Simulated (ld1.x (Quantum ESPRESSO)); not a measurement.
## hafnium: RRKJ pseudisation with PBE, scalar-relativistic reference atom.

ld1.x (Quantum ESPRESSO) 7.5 input, shortened:

```
&input
   title='Hf', zed=72., rel=1, dft='PBE', iswitch=3,
   config='[Xe] 4f14 5d2 6s2 6p0'
 /
 &inputp
   pseudotype=2, tm=.false., rho0=0.005, lloc=3,
   nlcc=.true., new_core_ps=.true.
 /
4
5S  1  0   2.00   0.00  1.65  1.65  0.0
5P  2  1   6.00   0.00  2.20  2.20  0.0
5D  3  2   2.00   0.00  3.00  3.00  0.0
4F  4  3  14.00   0.00  0.80  0.80  0.0
 &test
   configts(1)='4f14 5s2 5p6 5d2 6s2 6p0'
 /
```

Occupied shells without a wave of their own: 6s. They enter only through the test configuration that unscreens the potential, and ld1.x also counts them in the model core charge.

All-electron outer shells of the reference configuration (PBE, scalar-relativistic, ld1.x):

| shell | level (eV) | outermost node (bohr) | outermost maximum (bohr) |
| --- | --- | --- | --- |
| 4p | -379.08 | 0.25 | 0.46 |
| 4d | -206.67 | 0.23 | 0.47 |
| 5s | -67.02 | 0.55 | 1.01 |
| 5p | -35.57 | 0.60 | 1.16 |
| 4f | -16.83 | – | 0.45 |
| 6s | -5.11 | 1.37 | 2.89 |
| 5d | -2.69 | 0.67 | 1.69 |
| 6p | -1.40 | 1.66 | 4.05 |

Does the generator finish with these settings?

Yes, a potential is produced.

Does the potential have ghost states?

Ghost states, extra bound levels that the all-electron valence spectrum of the same l lacks: s at -1633.1 eV, p at -818.7 eV, d at -406.6 eV, s at -162.1 eV (other channels not judged). A true bound ghost makes a file unfit for plane-wave use.

No test is counted, since the test run did not reproduce the reference configuration.

ld1.x takes every shell without a wave as core, so the model core holds the 6s electrons as well and exchange and correlation see them twice. This cancels in the reference configuration, but the file is broken for other ones, and its errors say nothing about a proper core correction.
